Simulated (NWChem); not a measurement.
System meant: HfH$_{4}$S$_{3}$; SMILES [SH][HfH]([SH])[SH]

The following NWChem deck was run.

```
start job
memory heap 200 mb stack 900 mb global 1100 mb
geometry units angstroms noautoz
  Hf     0.036970     0.068486    -0.168658
  H      0.149563    -0.024608    -1.996955
  S     -0.729590     2.326636     0.299717
  H      0.505923     2.716312     0.698789
  S     -1.567365    -1.648728     0.448006
  H     -0.570980    -2.561986     0.562520
  S      2.307525    -0.388549     0.543773
  H      2.569426    -0.321347    -0.792728
end
basis spherical
  Hf library def2-svp
  H library def2-svp
  S library def2-svp
end
dft
  xc xpbe96 cpbe96
  iterations 150
  mulliken
end
task dft energy
```

End of the output:

```
          Convergence Information
          -----------------------
          Convergence aids based upon iterative change in
          total energy or number of iterations.
          Levelshifting, if invoked, occurs when the
          HOMO/LUMO gap drops below (HL_TOL):  1.00D-02
          DIIS, if invoked, will attempt to extrapolate
          using up to (NFOCK): 10 stored Fock matrices.

                    Damping( 0%)  Levelshifting(0.5)       DIIS
                  --------------- ------------------- ---------------
          dE  on:    start            ASAP                start
          dE off:    2 iters        150 iters           150 iters

      Screening Tolerance Information
      -------------------------------
          Density screening/tol_rho:  1.00D-10
          AO Gaussian exp screening on grid/accAOfunc:  14
          CD Gaussian exp screening on grid/accCDfunc:  20
          XC Gaussian exp screening on grid/accXCfunc:  20
          Schwarz screening/accCoul:  1.00D-08

      Superposition of Atomic Density Guess
      -------------------------------------

      charge =      72.0 Hf (Hafnium)

      symmetry species            s     p     d     f
      number of basis functions = 7     6     5     1
      number of cont. functions = 6     3     2     1
      number of closed shells   = 6     4     2     1
      number of open shells     = 0     0     1     0
      open shell occupation     = 0     0     2     0
 ------------------------------------------------------------------------
 atomscf:atomd: error in atom scf                   0
 ------------------------------------------------------------------------
 ------------------------------------------------------------------------
  current input line :
    23: task dft energy
 ------------------------------------------------------------------------
 ------------------------------------------------------------------------
 This error has not yet been assigned to a category
 ------------------------------------------------------------------------
 For more information see the NWChem manual at https://nwchemgit.github.io

0:atomscf:atomd: error in atom scf:Received an Error in Communication
```

Question: What is wrong, and how is it mended?

Answer: The run crashed. Cause: the def2 basis of a heavy element holds valence functions alone and wants its effective core potential (without it all electrons must fit into that basis). This input runs:
```
start job
memory heap 200 mb stack 900 mb global 1100 mb
geometry units angstroms noautoz
  Hf     0.036970     0.068486    -0.168658
  H      0.149563    -0.024608    -1.996955
  S     -0.729590     2.326636     0.299717
  H      0.505923     2.716312     0.698789
  S     -1.567365    -1.648728     0.448006
  H     -0.570980    -2.561986     0.562520
  S      2.307525    -0.388549     0.543773
  H      2.569426    -0.321347    -0.792728
end
basis spherical
  * library def2-svp
end
ecp
  Hf library def2-ecp
end
dft
  xc xpbe96 cpbe96
  iterations 150
  mulliken
end
task dft energy
```
It converges to -1244.24166 Ha (PBE/def2-SVP with def2 effective core potentials on Hf).
